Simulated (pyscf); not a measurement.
Single points on ωB97X-D3(BJ)/def2-SVP structures (PySCF, gas phase). MP2 and CC: frozen core, UHF for open shells. ΔMP2 is the change of the MP2 total energy from the triple- to the quadruple-zeta basis.

Problem. Estimate by transition-state theory (the high-pressure limit) the rate constant of C₄H₅ (SMILES [CH2]C1C=C1) [doublet] → •HC=CH–CH=CH₂ (SMILES [CH]=CC=C) (doublet surface; C–C broken, none formed) at 298 K, with CCSD(T)/def2-TZVPP + ΔMP2(QZVPP) energies (ideal gas, 1 atm, RRHO with modes under 100 cm⁻¹ raised to 100, one conformer, R ln 2 for chiral ones without a mode under 150 cm⁻¹; no tunnelling).

Solution. The electronic barrier is 8.1 kcal/mol and the thermal terms add -1.2, so ΔG‡ = 6.9 kcal/mol. With k_BT/h = 6.21e+12 s⁻¹ and RT = 0.592 kcal/mol, k = 5.3e+07 s⁻¹, a half-life of 1.3e-08 s through this channel alone. Wigner's tunnelling factor for 757i cm⁻¹ would be 1.56, likely too low at so high a frequency. A shift of 1 kcal/mol in the barrier changes k by a factor 5.4. On the product side the descent ends in a point that may be a rotor saddle (no frequency run), 2.2 kcal/mol over the lowest minimum found and 24.1 kcal/mol under the saddle at ωB97X-D3(BJ)/def2-TZVP. cyclic C₄H₅ (SMILES [CH2]C1C=C1) [doublet] lies 28.9 kcal/mol over its isomer •HC=C=CH–CH₃ (electronic energy, ωB97M-D3(BJ)/def2-TZVP). •HC=CH–CH=CH₂ lies 11.3 kcal/mol over its isomer •HC=C=CH–CH₃ (electronic energy, ωB97M-D3(BJ)/def2-TZVP). One saddle was located; it need not be the lowest between these sides. The CCSD(T) − MP2 part came from Ansatz, without density fitting, on the same reference. A UHF reference is spin-contaminated (<S²> up to 1.11), which harms MP2 most.
